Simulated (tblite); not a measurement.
Compound: C5H9ClO2.
Numbering: `[CH3:1][O:2][C:3]([CH3:4])([CH3:5])[C:6](=[O:7])[Cl:8]` (hydrogens: H9, H10, H11 on C1; H12, H13, H14 on C4; H15, H16, H17 on C5)

Computed with GFN2-xTB (tblite), gas phase: L-BFGS steps from a force-field or distance-geometry start until the largest atomic force falls under 0.01 eV/Å.

At the end of the run (lengths in Å): O2–C3 1.410, C6=O7 1.186, C3–C6 1.527, C1–O2 1.411, C5–H17 1.087, C4–H14 1.086, C1–H11 1.088, C3–C6–Cl8 112.5°, C3–C6–O7 127.1°, O2–C3–C6 112.0°, C5–C3–C6 108.8°, C1–O2–C3–C4 178°, O2–C3–C6–O7 148°, H12–C4–C3–O2 53°, H9–C1–O2–C3 -74°.

Question: These geometries were met on the way; a selection of coordinates is given. Order them by energy above the end point, lowest first.
A. O2–C3 1.410, C6=O7 1.187, C3–C6 1.522, C1–O2 1.416, C5–H17 1.087, C4–H14 1.087, C1–H11 1.091, C3–C6–Cl8 114.2°, C3–C6–O7 125.9°, O2–C3–C6 114.0°, C5–C3–C6 107.4°, C1–O2–C3–C4 169°, O2–C3–C6–O7 177°, H12–C4–C3–O2 72°, H9–C1–O2–C3 -46°
B. O2–C3 1.406, C6=O7 1.187, C3–C6 1.529, C1–O2 1.408, C5–H17 1.087, C4–H14 1.085, C1–H11 1.090, C3–C6–Cl8 114.4°, C3–C6–O7 125.2°, O2–C3–C6 113.7°, C5–C3–C6 109.5°, C1–O2–C3–C4 166°, O2–C3–C6–O7 171°, H12–C4–C3–O2 64°, H9–C1–O2–C3 -48°
C. O2–C3 1.405, C6=O7 1.187, C3–C6 1.529, C1–O2 1.412, C5–H17 1.091, C4–H14 1.085, C1–H11 1.092, C3–C6–Cl8 117.9°, C3–C6–O7 123.9°, O2–C3–C6 119.2°, C5–C3–C6 102.7°, C1–O2–C3–C4 177°, O2–C3–C6–O7 180°, H12–C4–C3–O2 79°, H9–C1–O2–C3 -52°
D. O2–C3 1.398, C6=O7 1.198, C3–C6 1.506, C1–O2 1.414, C5–H17 1.072, C4–H14 1.083, C1–H11 1.073, C3–C6–Cl8 123.0°, C3–C6–O7 118.1°, O2–C3–C6 117.5°, C5–C3–C6 103.9°, C1–O2–C3–C4 179°, O2–C3–C6–O7 180°, H12–C4–C3–O2 82°, H9–C1–O2–C3 -57°
E. O2–C3 1.345, C6=O7 1.236, C3–C6 1.482, C1–O2 1.368, C5–H17 1.127, C4–H14 1.120, C1–H11 1.122, C3–C6–Cl8 125.1°, C3–C6–O7 116.7°, O2–C3–C6 117.0°, C5–C3–C6 106.1°, C1–O2–C3–C4 180°, O2–C3–C6–O7 179°, H12–C4–C3–O2 81°, H9–C1–O2–C3 -60°

Answer: B (0.080 eV), A (0.130 eV), C (0.216 eV), D (0.358 eV), E (0.732 eV).

```tsv
step	E above end (eV)	rms distance from the end, all atoms (Å)	largest force (eV/Å)	rms shift of all bonds from the end (Å)
29	0.080	0.263	0.211	0.003
17	0.130	0.353	0.168	0.004
6	0.216	0.406	0.263	0.004
2	0.358	0.417	1.255	0.010
0	0.732	0.422	4.155	0.033
```

Rows stand in the order of the answer.
